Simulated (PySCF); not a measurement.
Predicted microwave data (PBE0/pcSseg-1 in PySCF (dipole) on a GFN2-xTB geometry, gas phase) for one isomer of C9H14O:

| Quantity | Value |
| --- | --- |
| Rotational constants | A = 1523, B = 1359, C = 861.9 MHz |
| Dipole components | \|μa\| = 0.84 D, \|μb\| = 4.22 D, \|μc\| = 0.46 D |
| Inertial defect | -117.35 u·Å² |
| κ | 0.51 |

Question: Which structure is it? (One computed conformer of each.)
A. `[CH3:1]/[CH:2]=[CH:3]\[C:4](=[CH:5]\[CH2:6][CH3:7])[C:8]([CH3:9])=[O:10]` with C2–C3–C4–C5 151°, C4–C5–C6–C7 113°, C3–C4–C8–C9 -54°
B. `[CH3:1][C:2](=[O:3])[C@@H:4]1[CH2:5][C@H:6]2[CH2:7][CH2:8][C@@H:9]1[CH2:10]2` with C1–C2–C4–C5 -80°
C. `[CH2:1]=[C:2]1[CH2:3][C@@H:4]([CH3:5])[C@@H:6]([C:7]([CH3:8])=[O:9])[CH2:10]1` with C4–C6–C7–C8 -79°, C1–C2–C3–C4 161°, C2–C3–C4–C5 -86°, C3–C4–C6–C7 -161°, C4–C6–C10–C2 26°
D. `[CH3:1][C:2]1=[CH:3][C:4](=[O:5])[CH2:6][C:7]([CH3:8])([CH3:9])[CH2:10]1` with C2–C3–C4–O5 -175°, C3–C4–C6–C7 -36°, C4–C6–C7–C8 -64°, C6–C7–C10–C2 -50° (isophorone)
E. `[O:1]=[CH:2][C@@H:3]1[CH2:4][C@H:5]2[CH2:6][CH2:7][C@@H:8]([CH2:9]1)[CH2:10]2` with O1–C2–C3–C4 -115°
F. `[CH2:1]=[CH:2][C:3](=[CH2:4])/[CH:5]=[CH:6]\[O:7][CH:8]([CH3:9])[CH3:10]` with C1–C2–C3–C4 41°, C2–C3–C5–C6 11°, C5–C6–O7–C8 164°, C6–O7–C8–C9 161°

Answer: D. It is CC1=CC(=O)CC(C)(C)C1, an asymmetric top, point group C1. The candidates at the same level (rigid rotor, commonest isotopes):

```
                         SMILES  A (MHz)  B (MHz)  C (MHz)  μa (D)  μb (D)  μc (D)  Δ (u·Å²)  point group                        rotor
            C=CC(=C)/C=C\OC(C)C     2285    725.9    622.3    2.42    0.68    0.24   -105.31           C1               asymmetric top
CC(=O)[C@@H]1C[C@H]2CC[C@@H]1C2     2758    990.2    938.8    0.85    2.33    1.03   -155.30           C1  near-prolate asymmetric top
           C/C=C\C(=C\CC)C(C)=O     1997    849.7    728.4    0.81    1.34    1.77   -153.99           C1               asymmetric top
           CC1=CC(=O)CC(C)(C)C1     1523     1359    861.9    0.84    4.22    0.46   -117.35           C1               asymmetric top
 C=C1C[C@@H](C)[C@@H](C(C)=O)C1     2421    930.7    819.8    0.08    1.88    2.23   -135.31           C1               asymmetric top
O=C[C@@H]1C[C@H]2CC[C@@H](C1)C2     2590    963.0    907.1    2.94    0.12    1.24   -162.75      near Cs  near-prolate asymmetric top
```

`C=C1C[C@@H](C)[C@@H](C(C)=O)C1` has A 59 % too high; `C=CC(=C)/C=C\OC(C)C` has A 50 % too high; `CC(=O)[C@@H]1C[C@H]2CC[C@@H]1C2` has A 81 % too high; `C/C=C\C(=C\CC)C(C)=O` has B 37 % too low; `O=C[C@@H]1C[C@H]2CC[C@@H](C1)C2` has A 70 % too high. No structure here is proved a minimum.
